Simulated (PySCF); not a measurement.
Manganese: a sound run and one with changed settings

Sound run: Mn [Ar] 3d5 4s2, Mn⁺ [Ar] 3d5 4s1. Calculation: PySCF 2.14, in aug-cc-pVDZ (7s6p4d2f, 59 functions); the non-relativistic Hamiltonian (point nucleus). The sound run starts from symmetry-adapted Hartree-Fock orbitals and uses a fine grid where one is needed.

Changed run: radial step 1.2 in ln r (0.13 in the sound run). This setting is unsound on purpose.

| species | method | sound run (hartree) | changed run (hartree) | converged |
| --- | --- | --- | --- | --- |
| Mn | UHF | -1149.86771 | -1149.86771 | yes |
| Mn | r2SCAN | -1150.96713 | -1146.30318 | yes |
| Mn | TPSS | -1151.01106 | -1146.40565 | yes |
| Mn⁺ | UHF | -1149.64794 | -1149.64794 | yes |
| Mn⁺ | r2SCAN | -1150.71450 | -1146.02301 | yes |
| Mn⁺ | TPSS | -1150.75261 | -1146.13821 | yes |

Ionisation energy of Mn:

```csv
method,sound run (eV),changed run (eV)
UHF,5.980,5.980
r2SCAN,6.874,7.624
TPSS,7.033,7.277
```

A coarse radial grid mis-integrates the density and the exchange-correlation energy, with errors of either sign; Hartree-Fock needs no grid.

For comparison, NIST gives 7.434 eV between the lowest levels.
